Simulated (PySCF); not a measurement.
# Co⁺ (cobalt, charge +1) across methods

[Ar] 3d7 4s1, high-spin 5F determinant (an excited configuration). All numbers are calculated (PySCF 2.14, no relativity, point nucleus, in aug-cc-pwCVTZ (10s9p7d4f3g, 127 functions)).

| method | E (hartree) | mean ε 3d α (eV) | mean ε 3d β (eV) | mean ε 4s α (eV) | Σ⟨r²⟩ (bohr²) | ⟨S²⟩ |
| --- | --- | --- | --- | --- | --- | --- |
| PBE | -1382.198 | -18.388 | -15.844 | -13.242 | 24.55 | 6.001 |
| M06-L | -1382.384 | -18.700 | -15.798 | -12.947 | 24.09 | 6.004 |
| BP86 | -1382.647 | -18.488 | -16.076 | -13.415 | 24.43 | 6.001 |
| UHF | -1381.17980 | -28.055 | -24.352 | -15.595 | 24.57 | 6.003 |
| r2SCAN | -1382.432 | -18.779 | -16.126 | -13.549 | 24.34 | 6.001 |
| LDA | -1379.860 | -18.674 | -15.874 | -13.488 | 24.45 | 6.001 |
| PBE0 | -1382.227 | -20.946 | -18.158 | -13.946 | 24.42 | 6.001 |

Q: Estimate the same row for M06.

A: E (hartree) = -1382.361; mean ε 3d α (eV) = -21.169; mean ε 3d β (eV) = -17.800; mean ε 4s α (eV) = -14.017; Σ⟨r²⟩ (bohr²) = 24.26; ⟨S²⟩ = 6.005.
